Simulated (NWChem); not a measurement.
System: C5H6, triplet; SMILES of the neutral closed-shell parent C1=CCC=C1

The following NWChem deck was run.

```
start job
memory heap 200 mb stack 900 mb global 1100 mb
geometry units angstroms noautoz
  C      0.000000     0.679984     1.060827
  C      0.000000     1.166667    -0.316897
  C      0.000000     0.000000    -1.279431
  C      0.000000    -1.166667    -0.316897
  C      0.000000    -0.679984     1.060827
  H      0.000000     1.320394     1.935591
  H      0.000000     2.209278    -0.612682
  H      0.876185     0.000000    -1.959279
  H     -0.876185     0.000000    -1.959279
  H      0.000000    -2.209278    -0.612682
  H      0.000000    -1.320394     1.935591
end
basis spherical
  * library def2-tzvp
end
dft
  odft
  mult 3
  xc b3lyp
  iterations 150
  semidirect filesize 400000000
  mulliken
end
task dft energy
```

NWChem printed, in part:

```
             Northwest Computational Chemistry Package (NWChem) 7.3.0
             --------------------------------------------------------

 C2V symmetry detected

                             Geometry "geometry" -> ""
                             -------------------------

 Output coordinates in angstroms (scale by  1.889725989 to convert to a.u.)

  No.       Tag          Charge          X              Y              Z
 ---- ---------------- ---------- -------------- -------------- --------------
    1 C                    6.0000     0.00000000     0.67998400     1.06144272
    2 C                    6.0000     0.00000000     1.16666700    -0.31628128
    3 C                    6.0000     0.00000000     0.00000000    -1.27881528
    4 C                    6.0000     0.00000000    -1.16666700    -0.31628128
    5 C                    6.0000     0.00000000    -0.67998400     1.06144272
    6 H                    1.0000     0.00000000     1.32039400     1.93620672
    7 H                    1.0000     0.00000000     2.20927800    -0.61206628
    8 H                    1.0000     0.87618500     0.00000000    -1.95866328
    9 H                    1.0000    -0.87618500     0.00000000    -1.95866328
   10 H                    1.0000     0.00000000    -2.20927800    -0.61206628
   11 H                    1.0000     0.00000000    -1.32039400     1.93620672

 Effective nuclear repulsion energy (a.u.)     154.0862029512

      Symmetry information
      --------------------

 Group name             C2v
 Group number             16
 Group order               4
 No. of unique centers     6

                                 NWChem DFT Module
                                 -----------------

 Summary of "ao basis" -> "ao basis" (spherical)
 ------------------------------------------------------------------------------
       Tag                 Description            Shells   Functions and Types
 ---------------- ------------------------------  ------  ---------------------
 C                         def2-tzvp                11       31   5s3p2d1f
 H                         def2-tzvp                 4        6   3s1p

      Symmetry analysis of basis
      --------------------------

        a1         71
        a2         26
        b1         34
        b2         60

            General Information
            -------------------
          SCF calculation type: DFT
          Wavefunction type:  spin polarized.
          No. of atoms     :    11
          No. of electrons :    36
           Alpha electrons :    19
            Beta electrons :    17
          Charge           :     0
          Spin multiplicity:     3
          Use of symmetry is: on ; symmetry adaption is: on
          Maximum number of iterations: 150
          AO basis - number of functions:   191
                     number of shells:    79
          Convergence on energy requested:  1.00D-06
          Convergence on density requested:  1.00D-05
          Convergence on gradient requested:  5.00D-04

              XC Information
              --------------
                         B3LYP Method XC Potential
                     Hartree-Fock (Exact) Exchange  0.200
                        Slater Exchange Functional  0.800 local
                    Becke 1988 Exchange Functional  0.720 non-local
              Lee-Yang-Parr Correlation Functional  0.810
                  VWN I RPA Correlation Functional  0.190 local

             Grid Information
             ----------------
          Grid used for XC integration:  medium
          Radial quadrature: Mura-Knowles
          Angular quadrature: Lebedev.
          Tag              B.-S. Rad. Rad. Pts. Rad. Cut. Ang. Pts.
          ---              ---------- --------- --------- ---------
          C                   0.70       49          11.0       434
          H                   0.35       45          12.0       434
          Grid pruning is: on
          Number of quadrature shells:   282
          Spatial weights used:  Erf1

      Superposition of Atomic Density Guess
      -------------------------------------

 Sum of atomic energies:        -191.35549621

      Non-variational initial energy
      ------------------------------

 Total energy =    -194.663484
 1-e energy   =    -560.205175
 2-e energy   =     211.455489
 HOMO         =      -0.218933
 LUMO         =      -0.063274

   Symmetry analysis of molecular orbitals - initial alpha
   -------------------------------------------------------

  Numbering of irreducible representations:

     1 a1          2 a2          3 b1          4 b2

  Orbital symmetries:

     1 a1          2 b2          3 a1          4 a1          5 b2
     6 a1          7 a1          8 b2          9 a1         10 b2
    11 a1         12 b1         13 a1         14 a1         15 b2
    16 b2         17 b1         18 a2         19 b1         20 a2
    21 a1         22 a1         23 b2         24 a1         25 b2
    26 b1         27 a1         28 b2         29 a1

   Symmetry analysis of molecular orbitals - initial beta
   ------------------------------------------------------

  Numbering of irreducible representations:

     1 a1          2 a2          3 b1          4 b2

  Orbital symmetries:

     1 a1          2 b2          3 a1          4 a1          5 b2
     6 a1          7 a1          8 b2          9 a1         10 b2
    11 a1         12 b1         13 a1         14 a1         15 b2
    16 b2         17 b1         18 a2         19 b1         20 a2
    21 a1         22 a1         23 b2         24 a1         25 b2
    26 b1         27 a1         28 b2         29 a1

------------------------------------------------------------
EAF file 0: "./job.aoints.0" size=278921216 bytes
------------------------------------------------------------
               write      read    awrite     aread      wait
               -----      ----    ------     -----      ----
     calls:      532         0         0         0         0
   data(b): 2.79e+08  0.00e+00  0.00e+00  0.00e+00
   time(s): 0.00e+00  0.00e+00  0.00e+00  0.00e+00  0.00e+00
rate(mb/s): 0.00e+00  0.00e+00
------------------------------------------------------------

     ---------------------------------------------
      Total Density - Mulliken Population Analysis
     ---------------------------------------------

    Atom       Charge   Shell Charges
 -----------   ------   -------------------------------------------------------
    1 C    6     6.19   0.86  1.12  0.57  0.61  0.08  1.21  1.29  0.36  0.02  0.07  0.01
    2 C    6     6.13   0.86  1.12  0.56  0.64  0.11  1.13  1.24  0.40  0.01  0.05  0.01
    3 C    6     6.30   0.86  1.12  0.54  0.67  0.06  1.21  1.37  0.35  0.02  0.09  0.01
    4 C    6     6.13   0.86  1.12  0.56  0.64  0.11  1.13  1.24  0.40  0.01  0.05  0.01
    5 C    6     6.19   0.86  1.12  0.57  0.61  0.08  1.21  1.29  0.36  0.02  0.07  0.01
    6 H    1     0.83   0.24  0.45  0.12  0.02
    7 H    1     0.84   0.24  0.45  0.13  0.02
    8 H    1     0.85   0.24  0.45  0.14  0.02
    9 H    1     0.85   0.24  0.45  0.14  0.02
   10 H    1     0.84   0.24  0.45  0.13  0.02
   11 H    1     0.83   0.24  0.45  0.12  0.02

     --------------------------------------------
      Spin Density - Mulliken Population Analysis
     --------------------------------------------

    Atom       Charge   Shell Charges
 -----------   ------   -------------------------------------------------------
    1 C    6     0.25   0.00  0.00  0.00 -0.00  0.00  0.08  0.09  0.04  0.00  0.02  0.00
    2 C    6     0.67  -0.00  0.00  0.00  0.00 -0.00  0.24  0.27  0.16  0.00  0.00  0.00
    3 C    6     0.05   0.00  0.00  0.00  0.00 -0.00  0.00  0.00 -0.00  0.00  0.04  0.00
    4 C    6     0.67  -0.00  0.00  0.00  0.00 -0.00  0.24  0.27  0.16  0.00  0.00  0.00
    5 C    6     0.25   0.00  0.00  0.00 -0.00  0.00  0.08  0.09  0.04  0.00  0.02  0.00
    6 H    1     0.00   0.00  0.00 -0.00  0.00
    7 H    1     0.00   0.00  0.00  0.00  0.00
    8 H    1     0.06   0.02  0.03  0.01  0.00
    9 H    1     0.06   0.02  0.03  0.01  0.00
   10 H    1     0.00   0.00  0.00  0.00  0.00
   11 H    1     0.00   0.00  0.00 -0.00  0.00

   convergence    iter        energy       DeltaE   RMS-Dens  Diis-err
 ---------------- ----- ----------------- --------- --------- ---------
 d= 0,ls=0.0,diis     1   -194.0252055894 -3.48D+02  1.66D-03  1.65D-01
                                                     1.23D-03  1.51D-01
 d= 0,ls=0.0,diis     2   -194.0807444466 -5.55D-02  6.14D-04  9.80D-03
                                                     6.06D-04  1.09D-02
 d= 0,ls=0.0,diis     3   -194.0812328902 -4.88D-04  3.35D-04  1.12D-02
                                                     2.56D-04  8.49D-03
 d= 0,ls=0.0,diis     4   -194.0861416613 -4.91D-03  6.28D-05  3.32D-04
                                                     7.01D-05  4.17D-04
 d= 0,ls=0.0,diis     5   -194.0863504269 -2.09D-04  2.58D-05  1.39D-05
                                                     2.16D-05  2.03D-05
  Resetting Diis
 d= 0,ls=0.0,diis     6   -194.0863644549 -1.40D-05  1.13D-05  9.02D-06
                                                     9.34D-06  5.91D-06
 d= 0,ls=0.0,diis     7   -194.0863693910 -4.94D-06  3.72D-06  2.38D-07
                                                     4.18D-06  5.76D-07
 d= 0,ls=0.0,diis     8   -194.0863695967 -2.06D-07  1.91D-06  5.00D-07
                                                     1.54D-06  3.15D-07

         Total DFT energy =     -194.086369596732
      One electron energy =     -564.900066619341
           Coulomb energy =      246.077887380790
    Exchange-Corr. energy =      -29.350393309351
 Nuclear repulsion energy =      154.086202951170

 Numeric. integr. density =       36.000024009695

                  Occupations of the irreducible representations
                  ----------------------------------------------

                     irrep           alpha         beta
                     --------     --------     --------
                     a1                9.0          9.0
                     a2                1.0          0.0
                     b1                3.0          2.0
                     b2                6.0          6.0

                    DFT Final Alpha Molecular Orbital Analysis
                    ------------------------------------------

 Vector   17  Occ=1.000000D+00  E=-3.271427D-01  Symmetry=b1
              MO Center=  2.2D-15, -3.6D-15,  2.2D-01, r^2= 2.9D+00
   Bfn.  Coefficient  Atom+Function         Bfn.  Coefficient  Atom+Function
  ----- ------------  ---------------      ----- ------------  ---------------
     6      0.235543   1 C  px              130      0.235543   5 C  px
     9      0.198641   1 C  px              133      0.198641   5 C  px
    68     -0.155737   3 C  px              169     -0.135424   8 H  s
   175      0.135424   9 H  s                37      0.109328   2 C  px
    99      0.109328   4 C  px               12      0.103953   1 C  px

 Vector   18  Occ=1.000000D+00  E=-2.487927D-01  Symmetry=a2
              MO Center= -5.9D-15, -2.0D-14, -7.4D-02, r^2= 2.7D+00
   Bfn.  Coefficient  Atom+Function         Bfn.  Coefficient  Atom+Function
  ----- ------------  ---------------      ----- ------------  ---------------
    37      0.291927   2 C  px               99     -0.291927   4 C  px
    40      0.261534   2 C  px              102     -0.261534   4 C  px
    43      0.197631   2 C  px              105     -0.197631   4 C  px
     6      0.128312   1 C  px              130     -0.128312   5 C  px
     9      0.110716   1 C  px              133     -0.110716   5 C  px

 Vector   19  Occ=1.000000D+00  E=-1.360775D-01  Symmetry=b1
              MO Center=  9.5D-16,  2.5D-14, -6.3D-02, r^2= 3.3D+00
   Bfn.  Coefficient  Atom+Function         Bfn.  Coefficient  Atom+Function
  ----- ------------  ---------------      ----- ------------  ---------------
    43      0.312646   2 C  px              105      0.312646   4 C  px
    37      0.266630   2 C  px               99      0.266630   4 C  px
    40      0.240249   2 C  px              102      0.240249   4 C  px
    12     -0.197695   1 C  px              136     -0.197695   5 C  px
   170     -0.195317   8 H  s               176      0.195317   9 H  s

 Vector   20  Occ=0.000000D+00  E= 3.490576D-02  Symmetry=a2
              MO Center= -1.8D-15, -3.7D-15,  8.0D-01, r^2= 3.1D+00
   Bfn.  Coefficient  Atom+Function         Bfn.  Coefficient  Atom+Function
  ----- ------------  ---------------      ----- ------------  ---------------
    12      0.776021   1 C  px              136     -0.776021   5 C  px
    43     -0.399987   2 C  px              105      0.399987   4 C  px
     6      0.297159   1 C  px              130     -0.297159   5 C  px
     9      0.251046   1 C  px              133     -0.251046   5 C  px
    37     -0.152784   2 C  px               99      0.152784   4 C  px

 Vector   21  Occ=0.000000D+00  E= 4.965467D-02  Symmetry=a1
              MO Center=  9.5D-15, -8.6D-13, -1.2D+00, r^2= 8.7D+00
   Bfn.  Coefficient  Atom+Function         Bfn.  Coefficient  Atom+Function
  ----- ------------  ---------------      ----- ------------  ---------------
    67      6.294345   3 C  s               170     -1.783112   8 H  s
   176     -1.783112   9 H  s                36     -1.310587   2 C  s
    98     -1.310587   4 C  s                44      1.139340   2 C  py
   106     -1.139340   4 C  py              164     -1.104059   7 H  s
   182     -1.104059  10 H  s               158     -0.649787   6 H  s

 Vector   22  Occ=0.000000D+00  E= 7.238683D-02  Symmetry=a1
              MO Center= -8.6D-15,  5.6D-14,  4.8D-01, r^2= 1.0D+01
   Bfn.  Coefficient  Atom+Function         Bfn.  Coefficient  Atom+Function
  ----- ------------  ---------------      ----- ------------  ---------------
    67      6.086990   3 C  s                36     -2.644433   2 C  s
    98     -2.644433   4 C  s               158      1.865150   6 H  s
   188      1.865150  11 H  s               170     -1.449964   8 H  s
   176     -1.449964   9 H  s                 5     -1.055624   1 C  s
   129     -1.055624   5 C  s                44      0.927235   2 C  py

                     DFT Final Beta Molecular Orbital Analysis
                     -----------------------------------------

 Vector   15  Occ=1.000000D+00  E=-3.715495D-01  Symmetry=a1
              MO Center= -1.7D-15,  2.9D-13, -4.5D-01, r^2= 2.7D+00
   Bfn.  Coefficient  Atom+Function         Bfn.  Coefficient  Atom+Function
  ----- ------------  ---------------      ----- ------------  ---------------
    70      0.250916   3 C  pz               39     -0.192281   2 C  pz
   101     -0.192281   4 C  pz               73      0.175630   3 C  pz
     8      0.155859   1 C  pz              132      0.155859   5 C  pz
    42     -0.134146   2 C  pz              104     -0.134146   4 C  pz
   169     -0.112639   8 H  s               175     -0.112639   9 H  s

 Vector   16  Occ=1.000000D+00  E=-3.570507D-01  Symmetry=b2
              MO Center= -4.4D-20,  4.8D-15, -3.9D-01, r^2= 2.9D+00
   Bfn.  Coefficient  Atom+Function         Bfn.  Coefficient  Atom+Function
  ----- ------------  ---------------      ----- ------------  ---------------
    69      0.284669   3 C  py               72      0.220926   3 C  py
    38     -0.167080   2 C  py              100     -0.167080   4 C  py
    39     -0.154514   2 C  pz              101      0.154514   4 C  pz
    42     -0.116212   2 C  pz              104      0.116212   4 C  pz
    41     -0.111589   2 C  py              103     -0.111589   4 C  py

[...]
```

Level: B3LYP/def2-TZVP, spin-unrestricted. In the optimisation the excess spin sits in a2 and b1 (C2v, its own frame). Coordinates come from a B3LYP/6-31G* (spherical d), spin-unrestricted optimisation. The spin multiplicity was typed, not searched, and may not be the lowest. No stability test was run on the SCF state.
